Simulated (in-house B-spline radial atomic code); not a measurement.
Results of a calculation; reference values are marked as such.
Be in an electron gas of r_s = 1.65: phase shifts, screening and friction

A nucleus sits in a uniform electron gas with a rigid positive background. The Kohn-Sham equations are solved self-consistently in the spin-unpolarised LDA (PW92), non-relativistic, on B-splines with outgoing waves at the boundary and partial waves to l = 8. The model has no lattice, no bands and no magnetic solution. Atomic units; δ_l are the phase shifts at the Fermi level, counted so that each bound state adds π, and good to about 0.0005.

The density parameter is r_s = 1.65 bohr.

```tsv
l	δ_l (rad)
0	2.9993
1	0.8214
2	0.1140
3	0.0244
4	0.0061
5	0.0015
6	0.0004
7	0.0001
8	0.0000
```

Bound levels below the band bottom (hartree): s -3.133.

**Question.** Check the Friedel sum rule, and say where the screening charge sits.

**Answer.** k_F = (9π/4)^(1/3)/r_s = 1.16313. The rule is Z = (2/π) Σ (2l + 1) δ_l. The terms are s 1.909, p 1.569, d 0.363, f 0.109 and 0.050 beyond, in all 4.000 against Z = 4. Bound states hold 2 s, 0 p, 0 d electrons, so the scattering states carry 2.00 in all; where a term is smaller than its bound count, the bound level has drawn weight out of the band.

**Question.** Find the transport cross section and the electronic stopping of a 10 keV Be ion (mass 9.01 u).

**Answer.** σ_tr = (4π/k_F²) Σ (l + 1) sin²(δ_l − δ_(l+1)). The terms for l = 0 to 3 are 0.6745, 0.8446, 0.0240, 0.0013, all together 1.5446, so σ_tr = 9.289 × 1.5446 = 14.348 bohr². With n = 3/(4π r_s³) = 0.05314, the friction coefficient is Q = n k_F σ_tr = 0.8869. For v well below v_F = 1.163, dE/dx = Q v; with 24801 eV per u at v = 1, v = √(10000/(24801 × 9.01)) = 0.2115, so dE/dx = 0.18762 hartree/bohr = 96.5 eV/nm. The largest term couples the p and d waves.
